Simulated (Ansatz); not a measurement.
The cluster B2P2⁻. Total charge -1; doublet. Geometry PBE0-D4/def2-TZVP, that of the neutral singlet.

Cartesian coordinates in Å:
```
B -0.5738 0.3265 -0.5158
B 0.5739 -0.3267 0.5156
P -0.7985 -1.4189 -0.0101
P 0.7985 1.4191 0.0103
```

At PBE-D4/def2-TZVPD, r2SCAN-D4/def2-TZVPD the highest occupied level of the charge -1 doublet lies above zero (up to 0.40 eV). Its loss leaves the charge 0 singlet, which lies 2.89 eV higher (vertical, at PBE-D4/def2-TZVPD), but this difference is unsure: the singlet is doubtful (at the level of its geometry, restricted singlet, unstable towards broken spin symmetry). The structure comes from a short search, and lower isomers may exist.

Task: Estimate the α-spin orbital energies around the gap (eV) in Ansatz with PBE-D4/def2-TZVPD, r2SCAN-D4/def2-TZVPD, PBE0-D4/def2-TZVPD.

Result: 
```tsv
orbital	PBE-D4/def2-TZVPD	r2SCAN-D4/def2-TZVPD	PBE0-D4/def2-TZVPD
HOMO−5	-4.38	-4.73	-5.79
HOMO−4	-2.68	-2.91	-3.79
HOMO−3	-2.01	-2.24	-3.06
HOMO−2	-1.75	-1.98	-2.85
HOMO−1	-0.69	-1.07	-1.76
HOMO	0.40	0.27	-0.38
LUMO	3.05	3.23	3.77
LUMO+1	3.11	3.28	3.85
LUMO+2	3.38	3.75	3.87
LUMO+3	3.53	4.00	3.94
LUMO+4	3.55	4.24	4.26
LUMO+5	4.25	5.06	4.71
β HOMO	0.38	0.23	-0.44
β LUMO	0.83	1.35	1.71
```
